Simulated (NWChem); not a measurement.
C2H6FIn; SMILES [CH3][In]([CH3])[F]

```xyz
10

In     0.0000     0.0000    -0.0610
F      0.0000     0.0000     1.9434
C     -2.0474    -0.0002    -0.7661
H     -2.2258    -0.8829    -1.4102
H     -2.2408     0.9174    -1.3549
H     -2.7187    -0.0317     0.1119
C      2.0474     0.0002    -0.7661
H      2.2258     0.8829    -1.4102
H      2.2408    -0.9174    -1.3549
H      2.7187     0.0317     0.1119
```
Atoms are numbered in this order, from 1.

All runs: NWChem. Structure relaxed at the PBE-D3(BJ)/def2-SVP level. No frequency run checked for a minimum. def2 effective core potentials on In; no spin-orbit coupling. Total energies of different functionals are on different scales.

```
level                                                               energy (Ha)  highest occupied level (eV)  orbital gap (eV)  dipole (D)
------------------------------------------------------------------  -----------  ---------------------------  ----------------  ----------
B3LYP/def2-SVP                                                        -369.7478                        -7.33              6.12        3.58
PBE/def2-SVP                                                          -369.4656                            …              4.63        3.38
N12/def2-SVP                                                          -370.1322                        -6.17              4.70        3.56
PW91/def2-SVP                                                         -369.6903                        -6.32              4.59        3.39
LDA (Slater exchange, PW92)/def2-SVP                                  -367.9440                        -6.44              4.57        3.44
Hartree-Fock/def2-SVP                                                 -367.7507                       -10.39             11.93        4.03
BLYP/def2-SVP                                                         -369.5668                        -6.09              4.50        3.35
LC-wPBE (HJS exchange hole, range parameter 0.4 per bohr)/def2-SVP    -369.6019                       -10.26             11.34        3.59
HCTH/407/def2-SVP                                                     -370.2282                        -6.44              4.71        3.47
TPSSh/def2-SVP                                                        -369.6174                        -6.87              5.66        3.50
LC-BLYP (range parameter 0.33 per bohr)/def2-SVP                      -369.0479                        -9.77             10.45        3.49
```

Question: Complete the blanks.

Answer: 
- PBE/def2-SVP, highest occupied level (eV): -6.26
